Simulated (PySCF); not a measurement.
## Removing an electron from `CCCOBOC`

Compound: C4H11BO2.
Structure used (PBE0-D3(BJ)/def2-SVP), in Å, numbered top down from 1:
```xyz
18
C4H11BO2 angstrom
C     -3.042   -0.119   -0.195
C     -1.559   -0.410   -0.040
C     -0.685    0.608   -0.747
O      0.673    0.242   -0.695
B      1.523    0.771    0.220
O      2.804    0.351    0.291
C      3.326   -0.650   -0.545
H     -3.348   -0.145   -1.253
H     -3.301    0.877    0.199
H     -3.653   -0.857    0.344
H     -1.317   -1.409   -0.441
H     -1.282   -0.431    1.028
H     -0.971    0.678   -1.810
H     -0.831    1.609   -0.302
H      1.167    1.633    0.994
H      4.248   -0.279   -1.019
H      2.613   -0.948   -1.328
H      3.585   -1.536    0.057
```

Level: B3LYP/def2-SVPD (PySCF). Frontier orbitals with their largest atomic shares (Löwdin; up to four atoms above 4 %):

```
orbital  ε (eV)                           main atoms
 HOMO−3   -9.10   O6 20 %, O4 13 %, C3 11 %, C7 11 %
 HOMO−2   -9.06     O6 33 %, O4 12 %, C7 9 %, C3 9 %
 HOMO−1   -8.46   O4 28 %, O6 18 %, B5 12 %, H15 9 %
   HOMO   -7.95                                    ?
   LUMO    0.37     B5 25 %, C1 12 %, C2 9 %, C7 6 %
 LUMO+1    0.48  B5 30 %, O4 20 %, O6 18 %, H15 12 %
 LUMO+2    0.63    C1 16 %, B5 14 %, C7 13 %, H8 7 %
```

Problem. What vertical ionisation energy does ΔSCF give, and how far is −ε(HOMO) from it?

Solution. ΔSCF: 10.04 eV (969 kJ/mol; threshold wavelength 123 nm); ⟨S²⟩ of the doublet left behind is 0.761, against 0.75 for a pure doublet. −ε(HOMO) is 7.95 eV, 2.09 eV below it. For the exact functional −ε(HOMO) would equal the first vertical ionisation energy; B3LYP (global hybrid, 20 % exact exchange) falls short of its own ΔSCF value by 21 %.

Problem. On which atoms does the HOMO lie?

Solution. O6 (boron-bound oxygen) 33 %, O4 (boron-bound oxygen) 29 %, C7 (methoxy carbon) 7 %, C3 (sp3 carbon bound to oxygen) 7 %, so no atom holds as much as 40 %. The HOMO−1 lies 0.51 eV lower.

Problem. With α = 74.3 au, estimate the like-pair dispersion coefficient by London's formula C6 = (3/4)α²I.

Solution. I = 0.3691 Eh, so C6 ≈ 1530 au, a rough estimate.

Problem. How many of the 10 lowest singlet excitations (vertical TDDFT, same level) lie below the ionisation energy?

Solution. All 10; they run from 7.49 to 8.63 eV.

Problem. What total energies stand behind the ΔSCF value?

Solution. E(N) = -334.21526 Eh and E(N − 1) = -333.84619 Eh at the same geometry, 0.36907 Eh apart.

The structure is a single PBE0-D3(BJ)/def2-SVP conformer in the gas phase; no vibrational or solvent corrections.

These values come from a run that also computed excited states and ΔSCF ions. On one thread of an Arm Neoverse V2, no GPU (shared host), this took 3.9 min wall (grids of density and orbitals included) and 1.1 GiB of memory at its peak.
